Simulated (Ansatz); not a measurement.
`CC[SiH](F)Br` → Br• + 2 C• + F• + 6 H• + Si•  (atomization)

Gas-phase electronic energies from Ansatz, PBE0-D4/def2-TZVP geometries. CBS: MP2 limit from def2 TZ/QZ plus the TZ coupled-cluster correction, frozen cores. This one scheme is used for every species, atoms too. DFT in def2-TZVPP. Open shells (•) are unrestricted, without spin–orbit coupling. Spin–orbit coupling would lower the free atoms: a little for C, F, Si; clearly for Br. Bonds to Br are less sure, by a few kJ/mol each and by 10 to 20 or more in all where they break to atoms, as the def2 sets lack core-valence functions. Scalar relativity is left out up to krypton. Each species was taken in one conformer, which may not be the lowest.

```csv
species,ωB97M-V energy (Eh)
`CC[SiH](F)Br`,-3043.29356
Br•,-2573.96783
C•,-37.84639
F•,-99.74527
H•,-0.49411
Si•,-289.35250
```

Problem. Work out ΔE.

Solution. ΔE = 6 × (-0.49411) + 2 × (-37.84639) + (-2573.96783) + (-99.74527) + (-289.35250) − (-3043.29356) = 1.57052 Eh = +985.5 kcal/mol. CCSD(T)/CBS gives +987.8 kcal/mol.

Largest T1 diagnostic among the species: 0.012.

In def2-TZVPP, CCSD(T) changes the Hartree–Fock value by +213.4 kcal/mol (the triples alone add +11.9 kcal/mol) and MP2 by +229.0 kcal/mol; breaking electron pairs costs correlation energy, which Hartree–Fock lacks. The D4 term adds +9.3 kcal/mol with B3LYP and +4.9 kcal/mol with PBE0; it sums over pairs of atoms, weighted by their polarisabilities, and B3LYP, whose exchange is more repulsive, gets the larger term. From PBE to PBE0 (25 % exact exchange), in def2-TZVPP and without D4, ΔE moves by −9.7 kcal/mol: exact exchange takes away binding that semilocal exchange gives to molecules.

B3LYP here is the variant with VWN-RPA as its local correlation; programs differ in this.

For atomizations the MP2-based limit and the directly extrapolated one differ by several kJ/mol either way, and by 10 to 25 for some Ge, Se and Sn compounds, so smaller differences from it don't rank the levels.
